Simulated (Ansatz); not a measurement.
Conformers of F$_{3}$H$_{3}$OSi$_{2}$, SMILES `F[SiH2]O[SiH](F)F`, each relaxed with PBE0-D4/def2-TZVP in Ansatz. CBS adds the triple-zeta coupled-cluster correction to the MP2 limit.

Not all of them had a frequency check.

Conformer A:

```xyz
9

F    -0.190    2.333   -1.315
Si   -0.654    0.816   -1.220
O     0.002    0.184    0.123
Si    0.641   -0.781    1.228
F    -0.514   -1.568    1.963
F     1.559   -1.858    0.525
H    -2.125    0.795   -1.102
H    -0.144    0.108   -2.410
H     1.426   -0.030    2.209
```

Conformer B:

Z-matrix (Å, degrees):
```
Si
O 1 1.626
F 1 1.590 2 108.4
H 1 1.476 2 110.2 3 117.8
H 1 1.475 2 108.4 3 -117.1
Si 2 1.605 1 155.1 3 -80.7
F 6 1.581 2 109.8 1 -1.9
F 6 1.578 2 108.8 1 -118.9
H 6 1.463 2 111.7 1 120.1
```

(1) Which is lowest in electronic energy at CCSD(T)/CBS (frozen core, def2 sets), and by how much? (Best estimate.)

(2) Give the energies relative to B (kJ/mol) with B2PLYP/def2-TZVPP, PBE/def2-TZVPP, r2SCAN/def2-TZVPP, HF/def2-TZVPP, HF/def2-QZVPP, MP2/def2-QZVPP, MP2/CBS(def2). (Best estimate.)

## Answers

(1) The calculation gave: B; A lies 0.5 kJ/mol higher. Gaps under about 2 kJ/mol don't settle the order.

(2) Computed: 
| level | A |
| --- | --- |
| B2PLYP/def2-TZVPP | 0.3 |
| PBE/def2-TZVPP | 0.6 |
| r2SCAN/def2-TZVPP | 0.4 |
| HF/def2-TZVPP | -0.6 |
| HF/def2-QZVPP | -0.7 |
| MP2/def2-QZVPP | 0.5 |
| MP2/CBS(def2) | 0.5 |
